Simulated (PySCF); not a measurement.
Give a PBE0-D3(BJ)/def2-SVP geometry of `CN(C)C1=CC=CC=C[CH+]1`. (Charge +1.)

Z-matrix in Å and degrees, rows numbered from 1:
```
C 
N   1  1.4574
C   2  1.4574  1  117.42
C   2  1.3406  1  121.31  3   179.65
C   4  1.4352  2  118.53  1    -0.64
C   5  1.3720  4  130.33  2   179.04
C   6  1.4171  5  131.06  4    -0.00
C   7  1.3708  6  127.14  5     0.74
C   8  1.4171  7  127.15  6    -0.03
C   9  1.3720  8  131.07  7    -0.70
H   1  1.1006  2  111.33  3   121.10
H   1  1.1011  2  111.46  3  -116.75
H   1  1.0939  2  108.91  3     2.28
H   3  1.0939  2  108.89  1     0.73
H   3  1.1010  2  111.40  1  -118.22
H   3  1.1008  2  111.39  1   119.62
H   5  1.0891  4  115.64  2    -1.02
H   6  1.0942  5  114.32  4  -179.96
H   7  1.0933  6  115.78  5  -179.50
H   8  1.0933  7  117.07  6   179.78
H   9  1.0942  8  114.63  7   179.48
H  10  1.0892  4  115.63  2     0.76
```

The 7-membered ring C4–C5–C6–C7–C8–C9–C10 has internal angles of 122.9° to 131.1°; it is planar, 0.01 Å rms from its mean plane, widest ring torsion 1°. N2 (aniline-type nitrogen) is planar (angles 121.3°, 121.3° and 117.4°, sum 360.0°, 0.00 Å off the plane of its three neighbours). C6 (aromatic CH carbon) is planar (angles 131.1°, 114.6° and 114.3°, sum 360.0°, 0.00 Å off the plane of its three neighbours). C4 (aromatic carbon bearing nitrogen) is planar (angles 122.9°, 118.5° and 118.5°, sum 360.0°, 0.00 Å off the plane of its three neighbours).

Theory: PySCF 2.14.0, PBE0-D3(BJ)/def2-SVP geometry optimisation, gas phase.

PBE0-D3(BJ)/def2-SVP frequencies: not computed here.
